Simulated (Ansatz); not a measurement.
`[BH2][GeH2][CH2][SiH3]` + `CB(C)C` → `[BH2][GeH2][CH3]` + `CB(C)C[SiH3]`  (redistribution)

Calculated with Ansatz (gas phase, PBE0-D4/def2-TZVP geometries, no zero-point term in ΔE). CCSD(T)/CBS is the MP2 limit (def2-TZVPP, def2-QZVPP) plus CCSD(T) − MP2 in def2-TZVPP, frozen cores. DFT in def2-TZVPP. For Ge outer-core shells are correlated without core-valence functions, which leaves a few kJ/mol of doubt a bond. Scalar relativity is left out up to krypton. One conformer a species, not always the lowest.

`[BH2][GeH2][CH2][SiH3]`:

Z-matrix (Å, degrees):
```
Ge
C 1 1.968
B 1 2.058 2 112.9
H 1 1.549 2 108.9 3 118.8
H 1 1.543 2 108.7 3 -125.5
Si 2 1.866 1 112.2 3 65.5
H 2 1.093 1 109.3 3 -172.1
H 2 1.094 1 107.8 3 -55.4
H 3 1.195 1 120.9 2 22.0
H 3 1.194 1 121.0 2 -160.4
H 6 1.489 2 112.4 1 -173.9
H 6 1.491 2 109.7 1 -53.6
H 6 1.488 2 110.3 1 65.0
```

`CB(C)C`:

Cartesian coordinates in Å:
```
C 0.353 -0.956 1.195
B 0.005 -0.024 -0.018
C -1.489 0.369 -0.288
C 1.141 0.556 -0.931
H 1.310 -1.477 1.116
H -0.435 -1.679 1.425
H 0.420 -0.306 2.080
H -1.615 1.347 -0.760
H -2.143 0.296 0.584
H -1.866 -0.366 -1.017
H 2.006 -0.102 -1.043
H 1.512 1.460 -0.425
H 0.801 0.882 -1.918
```

`[BH2][GeH2][CH3]`:

```xyz
10

B    -0.783    1.712   -0.325
Ge    0.177    0.179    0.657
C     0.411   -1.459   -0.391
H    -1.132    1.622   -1.465
H    -1.004    2.739    0.247
H    -0.598   -0.154    1.953
H     1.565    0.688    1.113
H    -0.560   -1.856   -0.692
H     0.932   -2.219    0.192
H     0.992   -1.251   -1.290
```

`CB(C)C[SiH3]`:

Z-matrix (Å, degrees):
```
C
B 1 1.570
H 1 1.092 2 115.3
H 1 1.099 2 107.9 3 -119.9
H 1 1.095 2 111.8 3 125.2
C 2 1.569 1 119.5 3 -167.5
C 2 1.557 1 120.7 3 14.5
H 6 1.093 2 114.1 1 -151.2
H 6 1.093 2 114.2 1 -24.6
H 6 1.100 2 106.5 1 92.3
Si 7 1.882 2 108.7 1 83.8
H 7 1.095 2 113.4 1 -32.9
H 7 1.095 2 113.7 1 -158.8
H 11 1.488 7 110.7 2 58.4
H 11 1.488 7 110.6 2 178.3
H 11 1.488 7 110.7 2 -61.6
```

| level | ΔE (kJ/mol) |
| --- | --- |
| r2SCAN-D4 | -10.9 |
| PBE0-D4 | -10.7 |
| B2PLYP | -9.8 |
| PBE | -10.8 |
| r2SCAN | -10.6 |
| SCS-MP2/def2-TZVPP | -9.7 |
| SCS-MP2/def2-QZVPP | -9.0 |
| MP2/CBS(def2) | -9.0 |

Question: What does CCSD(T)/CBS give? (Best estimate.)

Answer: Ansatz gave: -8.6 kJ/mol. The listed levels differ from it by -2.3, -2.1, -1.2, -2.2, -2.0, -1.1, -0.4, -0.4 kJ/mol.

Largest T1 diagnostic among the species: 0.011.
